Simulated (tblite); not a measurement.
C7H6Cl (doublet state).
SMILES: `[CH2]C1=CC=C(Cl)C=C1`

Computed values, GFN2-xTB/tblite, gas phase, harmonic and unscaled. Against measured fundamentals such values can be off by several per cent, at times by over 20. Open shells enter through the occupations alone, without spin polarisation, and single modes of such species can be off by tens of per cent.

Harmonic wavenumbers (cm⁻¹): 101.8, 243.8, 272.3, 353.3, 356.3, 373.0, 451.0, 533.9, 598.2, 631.1, 654.8, 759.3, 799.4, 832.7, 845.8, 903.7, 911.9, 950.3, 977.6, 1096.2, 1132.3, 1185.3, 1260.4, 1324.1, 1331.3, 1415.7, 1420.8, 1487.2, 1501.9, 1555.7, 3083.7, 3085.6, 3097.0, 3099.3, 3121.4, 3157.6.

A = 5558, B = 1026, C = 866.0 MHz; mass 125.016 u (most abundant isotopes); point group C2v, symmetry number 2; spin multiplicity 2.

**Question.** What is the zero-point energy?

**Answer.** ½Σν̃ = 22453 cm⁻¹ = 64.20 kcal/mol.

**Question.** Entropy at 298.15 K, 1 bar (ideal gas, RRHO, classical rotation)?

**Answer.** Translation 40.41, rotation 27.19, vibration 14.32, spin (R ln 2) 1.38: S = 83.3 cal/(mol K).

**Question.** And Cp and H(298.15 K) − H(0)?

**Answer.** Cp = 29.48 cal/(mol K), of which vibrations give 21.53 (their classical limit is 36 R = 71.5); H(298.15 K) − H(0) = 5.04 kcal/mol without the zero-point energy, 2.67 from vibrations.

**Question.** How do the functions run with temperature in this model?

**Answer.** 
```tsv
T (K)	S (cal/(mol K))	Cp (cal/(mol K))	H − H(0) (kcal/mol)	G − H(0) (kcal/mol)	ln q(vib)
50	55.2	9.1	0.41	-2.35	0.06
100	62.4	12.2	0.94	-5.30	0.33
373.15	90.6	35.6	7.48	-26.32	3.89
500	102.3	44.2	12.58	-38.56	6.03
750	122.5	55.3	25.14	-66.74	10.38
1000	139.4	62.0	39.86	-99.53	14.54
```

q(vib) and H(0) count from the zero-point level.

**Question.** Which modes carry the vibrational entropy at 298.15 K?

**Answer.** 101.8 cm⁻¹: 3.42; 243.8 cm⁻¹: 1.77; 272.3 cm⁻¹: 1.58; 353.3 cm⁻¹: 1.15; 356.3 cm⁻¹: 1.14; 373.0 cm⁻¹: 1.07 cal/(mol K); the other 30 give 4.19 together.

**Question.** Blend soft modes into free rotors: weight 1/[1 + (100 cm⁻¹/ν̃)⁴] for the oscillator and the rest for a rotor with moment μB/(μ + B), μ = h/(8π²ν), B = 10⁻⁴⁴ kg m². What vibrational entropy results?

**Answer.** 14.07 cal/(mol K) in place of 14.32, which changes −T·S at 298.15 K by +0.08 kcal/mol.

Hindered rotation and anharmonicity are outside this model.

On one thread, Arm Neoverse V1 (aarch64), shared host with 32 logical CPUs at a one-minute load of 24, this took 0.44 s of wall time. The figure is for the frequency step alone.
